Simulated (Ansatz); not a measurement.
Basis-set extrapolation for H6NPSSi, SMILES `NPS[SiH3]` (PBE0-D4/def2-TZVP geometry, frozen core, Ansatz). Multiplicity 1, RHF reference.

```tsv
	def2-TZVPP	def2-QZVPP
HF	-1085.249170	-1085.282520
MP2 correlation	-0.672905	-0.727140
CCSD(T) correlation	-0.760722	not run
```

Energies in hartree. Use E(X) = E(∞) + A·exp(−7.88·√X) for Hartree–Fock and E(X) = E(∞) + B·X^(−2.97) for correlation, with X = 3 and 4, and add CCSD(T) minus MP2 of the smaller set to the MP2 limit.

Q: What is the CCSD(T) energy at the basis-set limit?

A: HF limit: -1085.282520 + (-0.033350) × 0.13774 = -1085.28711. MP2 limit: -0.727140 + (-0.054235) × 0.74074 = -0.76731. Higher-order term: -0.760722 − (-0.672905) = -0.08782. Total: -1086.14224 hartree, 347.5 kJ/mol below CCSD(T)/def2-TZVPP.
